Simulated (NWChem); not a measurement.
System: GeCl4; SMILES [Cl][Ge]([Cl])([Cl])[Cl]

NWChem input:

```
start job
memory heap 200 mb stack 900 mb global 1100 mb
geometry units angstroms noautoz
  Cl    -0.955060    -1.538874    -1.158997
  Ge    -0.000294    -0.000424     0.000273
  Cl     2.100083    -0.427575     0.165395
  Cl    -0.267985     1.899912    -0.968954
  Cl    -0.876628     0.066774     1.962175
end
basis spherical
  Cl library 6-311g**
  Ge library 6-311g**
end
dft
  xc hfexch
  iterations 150
  mulliken
end
task dft energy
```

Structure relaxed at the B3LYP/6-31G* (spherical d) level.

Question: Give the results of this calculation. (Hartree-Fock/6-311G** (spherical d).) Quantities: basis functions; energy (Ha); highest occupied level (eV); orbital gap (eV).

Answer: The number of basis functions is 148 and the energy (Ha) comes out as -3913.52. The highest occupied level (eV) is -13.19 and the orbital gap (eV) is 14.10.
